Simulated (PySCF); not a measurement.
Isomers of C5H14BP. Method: PySCF 2.14.0, PBE0-D3(BJ)/def2-SVP geometry optimisation, gas phase. One conformer each; no zero-point energy, no entropy. No frequencies were run at this level. Point groups hold within 0.08 Å.

Task: Rank from lowest to highest electronic energy at this level (kcal/mol).
A. `[CH3:1][C@H:2]1[CH2:3][C@H:4]([BH2-:5][PH3+:6])[CH2:7]1` with C3–C4–B5–P6 -52°, C1–C2–C3–C4 139°, C2–C3–C4–B5 104°, C3–C4–C7–C2 16°, C1–C2–C7–C4 -139°
B. `[BH3-:1][P+:2]([CH3:3])([CH3:4])[CH:5]1[CH2:6][CH2:7]1` with B1–P2–C5–C6 34°

Result: B (0.0), A (17.9).

As drawn, the lower has a three-membered ring, which the higher lacks; the higher has a four-membered ring, which the lower lacks.

```tsv
SMILES	E (Eh)	E rel (kcal/mol)	dipole (D)	point group	A, B, C (MHz)
[BH3-][P+](C)(C)C1CC1	-564.48865	0.0	5.05	–	2817, 1556, 1539
C[C@H]1C[C@H]([BH2-][PH3+])C1	-564.46005	17.9	3.64	Cs	3501, 1260, 1114
```

Task: As an exercise, what shares would exp(−E/RT) give at 2000 K from these electronic energies alone (no entropy, no degeneracies)?

Result: RT = 3.974 kcal/mol: [BH3-][P+](C)(C)C1CC1 98.9 %, C[C@H]1C[C@H]([BH2-][PH3+])C1 1.1 %.
